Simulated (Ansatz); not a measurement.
Relaxation of AlClFH$_{6}$NSi (11 atoms, charge 0, multiplicity 1), to a largest force component of 0.03 eV/Å in at most 50 steps.

Level of theory: RKS PBE/def2-SVP (Ansatz).

```xyz
11
Properties=species:S:1:pos:R:3
Al -0.028 -0.360 -0.113
F -0.048 -0.745 1.526
Cl 1.823 -0.301 -1.114
N -1.544 -0.145 -0.993
H -2.470 -0.211 -0.565
H -1.622 0.020 -1.998
Si 0.101 2.858 1.294
H 0.858 3.357 2.491
H 0.789 3.288 0.030
H -1.308 3.376 1.310
H 0.067 1.378 1.367
```

Question: Where does it end, and by what steps?

Answer: The forces met the threshold. The force dipped under the threshold on the way, but the program's further checks kept it going. After 12 steps the energy has fallen by 0.169 eV; H6 moved furthest, 0.85 Å.

```json
{"step": "0", "energy less start (eV)": "0.0000", "largest force component (eV/Å)": "0.570", "accepted": "yes"}
{"step": "1", "energy less start (eV)": "-0.0500", "largest force component (eV/Å)": "0.505", "accepted": "yes"}
{"step": "2", "energy less start (eV)": "-0.0762", "largest force component (eV/Å)": "0.499", "accepted": "yes"}
{"step": "3", "energy less start (eV)": "-0.1017", "largest force component (eV/Å)": "0.431", "accepted": "yes"}
{"step": "4", "energy less start (eV)": "-0.1314", "largest force component (eV/Å)": "0.265", "accepted": "yes"}
{"step": "5", "energy less start (eV)": "-0.1490", "largest force component (eV/Å)": "0.267", "accepted": "yes"}
{"step": "6", "energy less start (eV)": "-0.1588", "largest force component (eV/Å)": "0.159", "accepted": "yes"}
{"step": "7", "energy less start (eV)": "-0.1636", "largest force component (eV/Å)": "0.112", "accepted": "yes"}
{"step": "8", "energy less start (eV)": "-0.1660", "largest force component (eV/Å)": "0.060", "accepted": "yes"}
{"step": "9", "energy less start (eV)": "-0.1670", "largest force component (eV/Å)": "0.038", "accepted": "yes"}
{"step": "10", "energy less start (eV)": "-0.1682", "largest force component (eV/Å)": "0.036", "accepted": "yes"}
{"step": "11", "energy less start (eV)": "-0.1686", "largest force component (eV/Å)": "0.028", "accepted": "yes"}
{"step": "12", "energy less start (eV)": "-0.1689", "largest force component (eV/Å)": "0.022", "accepted": "yes"}
```

```xyz
11
Properties=species:S:1:pos:R:3
Al 0.044 -0.316 0.115
F -0.219 -1.283 1.462
Cl 1.942 -0.342 -0.813
N -1.352 0.385 -0.744
H -2.324 0.255 -0.456
H -1.310 0.751 -1.697
Si -0.064 2.633 1.039
H 0.730 3.507 1.973
H 0.299 2.951 -0.376
H -1.526 2.754 1.333
H 0.397 1.220 1.398
```

Whether the end is a true minimum wasn't checked by a vibrational analysis.

The run took 17 s on 4 threads of AMD EPYC 7R43 64-Core Processor (Zen 3), with other jobs on the host, peak memory 0.2 GiB.
